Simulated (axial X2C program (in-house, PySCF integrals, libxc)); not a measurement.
## RhTe: properties at the nuclei

Calculated with an axial X2C code built on PySCF integrals: two-component X2C with atomic mean-field Coulomb and Gaunt terms, Gaussian nuclei, basis Te dyall-cv3z, Rh dyall-cv3z with contracted cores.

R = 2.400 Å (near the PBE0 minimum at charge 0 of the determinant lowest at the starting distance; the state shown can have its own minimum elsewhere).

Input and command:
```json
{"zs": [52, 45], "q": 0, "bas": ["dyall-cv3z", "dyall-cv3z"], "r0": 2.38, "levels": ["PBE0", "HF", "TPSSh", "BP86", "PBE"], "nst": 3}
```
```bash
python soeom.py task.json out
```

Keys: zs atomic numbers; q charge; bas basis sets; r0 starting distance in Å; levels methods; nst determinants followed.

Determinant lowest in the PBE0 search, Ω = 7/2 (⟨Sz⟩ = 1.49, ⟨Lz⟩ = 2.01 at PBE0), spin on the atoms Te 0.64, Rh 0.85:

```json
{"level": "PBE0", "Eeff magnitude (GV/cm)": "0.736", "Ws magnitude Te (kHz)": "0.0131", "Ws magnitude Rh (kHz)": "0.0288", "A∥/gI Te (MHz)": "-162", "qzz Te (a.u.)": "-3.01", "A∥/gI Rh (MHz)": "228", "qzz Rh (a.u.)": "-1.88", "μ (D)": "2.53"}
{"level": "HF", "Eeff magnitude (GV/cm)": "1.32", "Ws magnitude Te (kHz)": "0.577", "Ws magnitude Rh (kHz)": "0.123", "A∥/gI Te (MHz)": "-42.4", "qzz Te (a.u.)": "-4.07", "A∥/gI Rh (MHz)": "133", "qzz Rh (a.u.)": "-2.66", "μ (D)": "4.09"}
{"level": "TPSSh", "Eeff magnitude (GV/cm)": "0.787", "Ws magnitude Te (kHz)": "0.0481", "Ws magnitude Rh (kHz)": "0.0456", "A∥/gI Te (MHz)": "-160", "qzz Te (a.u.)": "-2.39", "A∥/gI Rh (MHz)": "257", "qzz Rh (a.u.)": "-1.74", "μ (D)": "2.51"}
{"level": "BP86", "Eeff magnitude (GV/cm)": "0.962", "Ws magnitude Te (kHz)": "0.0992", "Ws magnitude Rh (kHz)": "0.054", "A∥/gI Te (MHz)": "-165", "qzz Te (a.u.)": "-1.93", "A∥/gI Rh (MHz)": "265", "qzz Rh (a.u.)": "-1.36", "μ (D)": "1.83"}
{"level": "PBE", "Eeff magnitude (GV/cm)": "0.955", "Ws magnitude Te (kHz)": "0.0846", "Ws magnitude Rh (kHz)": "0.0433", "A∥/gI Te (MHz)": "-171", "qzz Te (a.u.)": "-2.02", "A∥/gI Rh (MHz)": "259", "qzz Rh (a.u.)": "-1.40", "μ (D)": "1.89"}
```

Determinant 0.13 eV from it at PBE0 and this distance, Ω = 9/2 (⟨Sz⟩ = 1.50, ⟨Lz⟩ = 3.00 at PBE0), spin on the atoms Te 0.50, Rh 1.00:

```tsv
level	Eeff magnitude (GV/cm)	Ws magnitude Te (kHz)	Ws magnitude Rh (kHz)	A∥/gI Te (MHz)	qzz Te (a.u.)	A∥/gI Rh (MHz)	qzz Rh (a.u.)	μ (D)
PBE0	2.99	0.0145	0.265	157	1.95	538	-0.76	3.56
HF	2.15	0.0301	0.177	144	-2.05	313	-1.03	5.38
TPSSh	3.39	0.0611	0.27	152	2.62	584	-0.74	3.47
BP86	3.66	0.0633	0.306	152	3.48	653	-0.83	2.83
PBE	3.72	0.0661	0.309	147	3.39	642	-0.84	2.89
```

Eeff is the effective electric field on the electron electric dipole moment in this Ω state and Ws the scalar–pseudoscalar constant of the nucleus named (defined with the proton number Z and per Ω); A∥ (defined per Ω) follows by multiplying with gI = μI/(I μN); qzz is the electric field gradient, eQq0 = 234.96 MHz × Q/barn × qzz; μ is positive if the Rh end (last atom) is positive. The operators were transformed with the bare-nucleus X2C matrices; with these basis sets, hyperfine constants and field gradients can be off by tens of per cent, and where levels differ in sign neither size nor sign is settled.

(1) With gI(103Rh) = -0.1768 (g factors from the IAEA table of nuclear moments by Stone), turn the PBE0 values of the first state into constants in MHz.

Each state is one determinant with collinear spin, which with several unpaired electrons need not be a pure state. Unrestricted Hartree–Fock can overshoot spin polarisation at the nuclei. In the state Ω = 7/2 the sign of Eeff differs between levels (HF against PBE0). With several open shells hyperfine constants can be off by a factor of several. At BP86, HF, PBE, TPSSh a later determinant lies lower. States lie within half an eV, so the first need not be the ground state. The sign of Ws at Te differs between levels in the first state. The sign of Ws at Rh differs between levels in the first state. Further determinants of the search, some of them spin-mixed, are not shown. Where a field gradient or hyperfine factor spreads by more than a factor of two over the levels, a constant derived from it is not to be relied on. PBE0 term energies can be off by some tenths of an eV.

Results:

(1) A∥(103Rh) = 228 × -0.1768 = -40.3 MHz.
